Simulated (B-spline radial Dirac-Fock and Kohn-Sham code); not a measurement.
**K-line shifts caused by a second vacancy in Gd²⁺**

System: gadolinium as Gd²⁺ in the configuration [Xe] 4f7 5d1, inside a Watson sphere of charge -2 and radius 1.8 Å (a model of the Madelung potential; inside it an electron's potential energy is raised by 16.0 eV).

Method: ΔSCF Dirac-Fock with Breit, self-energy and vacuum polarisation, finite nucleus, configuration average. Computed with a B-spline atomic structure program. Each two-hole energy is an average over J within one jj subconfiguration, not an observable level; in light atoms, where LS coupling holds, the j-resolved values are not observed lines, and for a K spectator the Kα1 hypersatellite is nearly forbidden. Correlation energy is missing from these numbers.

Lines without a spectator: Kα2 (K-L2) 42305.9 eV, Kα1 (K-L3) 42993.6 eV, Kβ3 (K-M2) 48544.5 eV, Kβ1 (K-M3) 48687.9 eV. Shifts in eV with one spectator hole (a dash: not computed, or left out as unreliable):

```tsv
spectator hole	Kα2	Kα1	Kβ3	Kβ1
K (1s)	+796.1	+839.7	+1025.0	+1034.9
L2 (2p1/2)	+95.9	+125.2	–	+250.1
L3 (2p3/2)	+81.6	+85.8	+203.4	–
M2 (3p1/2)	–	+17.98	+37.3	+44.3
M3 (3p3/2)	+11.28	–	+34.4	+34.3
M4 (3d3/2)	+3.45	+0.11	–	–
M5 (3d5/2)	-1.08	+2.02	–	–
```
